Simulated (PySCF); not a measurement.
## Structure from NMR data

An unknown has the formula C7H7ClO3. Its calculated NMR data are:

1H NMR (300 MHz, computed): δ 2.97 (sept, 1H), 1.40 (d, 6H).

13C{1H} NMR (computed): δ 168.8 (C), 165.8 (C), 156.7 (C), 147.1 (C), 31.9 (CH), 21.9 (CH3, 2C).

- σ from GIAO-PBE0/pcSseg-1
- GFN2-xTB geometry
- run in PySCF 2.14
- single conformer, no relativistic terms, gas phase, one averaged value for each set of equivalent atoms

Shifts are taken against calculated references (same method and geometry level): TMS for 1H (σref 31.72) and 13C (σref 186.93).

**Question.** Deduce the structure.

**Answer.** 
The formula gives 4 degrees of unsaturation (1 ring in the answer). 6 carbon signals for 7 carbons: some carbons are equivalent by symmetry or fast rotation. Carbon types of the structure: 4 × C, 1 × CH, 2 × CH3, which accounts for all hydrogens. δC 168.8, 165.8: anhydride carbonyl carbon; it is a carbonyl in resonance with an O or N lone pair, the region of acids, esters and amides. δC 156.7, 147.1: β carbon of a C=C–C=O unit; conjugation with the carbonyl draws π density from the β position. δC 31.9: allylic sp3 CH; a saturated carbon with 3 carbon neighbours and no heteroatom attached. δC 21.9: methyl carbon; aliphatic region, no heteroatom directly attached. δH 2.97: hydrogen on an allylic sp3 CH; allylic position. δH 1.40: hydrogen on a methyl carbon.

These data were computed for `InChI=1S/C7H7ClO3/c1-3(2)4-5(8)7(10)11-6(4)9/h3H,1-2H3`.

This is the structure that produced the data.

Carbons that carry Cl, above all several Cl atoms, come out too deshielded, partly because spin–orbit coupling is missing. Shifts are as computed. Against solution values, carbons near 30 ppm lie about +3 ppm off and those near 130 ppm about +5 ppm; carbons on Cl a further +6 ppm. Of 1211 compounds with measured shifts, 218 miss one by over three times the rms of a fit or turn the order of signals round; such compounds aren't used in these exercises. No couplings were computed; multiplicities are counted from neighbouring protons, with m where these are inequivalent, close in shift, in a saturated or five-membered ring or joined by F or P, and br s for small geminal =CH2 splittings.
